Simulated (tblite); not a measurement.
Species: C₆H₄NO (doublet state).
Structure used (GFN2-xTB), in Å, numbered top down from 1:
```xyz
12
C6H4NO angstrom
C      3.755   -0.408    1.444
C      2.641   -0.433    0.984
C      1.384   -0.456    0.474
C      0.278   -0.513   -0.012
C     -1.070   -0.492   -0.501
N     -1.863    0.580    0.186
C     -2.571    1.492   -0.417
O     -2.808    1.765   -1.561
H      4.726   -0.384    1.837
H     -1.560   -1.456   -0.319
H     -1.101   -0.264   -1.570
H     -1.809    0.569    1.194
```

Computed with GFN2-xTB (tblite): harmonic, unscaled wavenumbers at the GFN2-xTB geometry, gas phase. The method is semi-empirical: single wavenumbers can be off by several per cent or more. One conformer, not necessarily the lowest. Open shells enter through the occupations alone, without spin polarisation, and single modes of such species can be off by tens of per cent.

Harmonic wavenumbers (cm⁻¹): 30.8, 82.4, 134.8, 182.7, 196.6, 267.0, 352.8, 372.3, 375.0, 446.0, 552.9, 630.4, 634.1, 637.9, 754.5, 829.3, 938.1, 1116.4, 1166.5, 1209.1, 1283.7, 1324.4, 1412.5, 1896.9, 2210.7, 2319.4, 2910.7, 2964.6, 3404.3, 3439.0.

A = 8993, B = 704.7, C = 689.5 MHz; mass 106.029 u (most abundant isotopes); point group C1, symmetry number 1; spin multiplicity 2.

**Question.** What is the zero-point energy?

**Answer.** ½Σν̃ = 17038 cm⁻¹ = 48.71 kcal/mol.

**Question.** Give the ideal-gas entropy at 200 K and 1 bar in the rigid-rotor, harmonic-oscillator model (classical rotation).

**Answer.** Translation 37.94, rotation 27.50, vibration 16.85, spin (R ln 2) 1.38: S = 83.7 cal/(mol K).

**Question.** And Cp and H(200 K) − H(0)?

**Answer.** Cp = 25.54 cal/(mol K), of which vibrations give 17.59 (their classical limit is 30 R = 59.6); H(200 K) − H(0) = 3.38 kcal/mol without the zero-point energy, 1.79 from vibrations.

**Question.** What must be added to the electronic energy to get the Gibbs energy at 200 K and 1 bar?

**Answer.** ZPE + [H(200 K) − H(0)] − T·S = 48.71 + 3.38 − 16.73 = 35.36 kcal/mol.

**Question.** How do the functions run with temperature in this model?

**Answer.** 
| T (K) | S (cal/(mol K)) | Cp (cal/(mol K)) | H − H(0) (kcal/mol) | G − H(0) (kcal/mol) | ln q(vib) |
| --- | --- | --- | --- | --- | --- |
| 50 | 59.1 | 12.3 | 0.50 | -2.46 | 0.66 |
| 100 | 69.1 | 17.1 | 1.23 | -5.68 | 1.72 |
| 298.15 | 95.1 | 32.2 | 6.22 | -22.14 | 6.15 |
| 373.15 | 102.8 | 36.3 | 8.80 | -29.57 | 7.76 |
| 500 | 114.2 | 41.8 | 13.76 | -43.35 | 10.35 |
| 750 | 132.7 | 49.2 | 25.21 | -74.31 | 14.95 |
| 1000 | 147.6 | 54.1 | 38.17 | -109.41 | 19.00 |

q(vib) and H(0) count from the zero-point level.

Hindered rotation and anharmonicity are outside this model. Other conformers, if any are populated, would add a mixing term that is left out. The structure is chiral; the term R ln 2 for an equal mix with its mirror image is left out.

The run took 0.24 s wall on an Arm Neoverse V2 with one thread, no GPU (shared host). This covers the Hessian and the dipole derivatives.
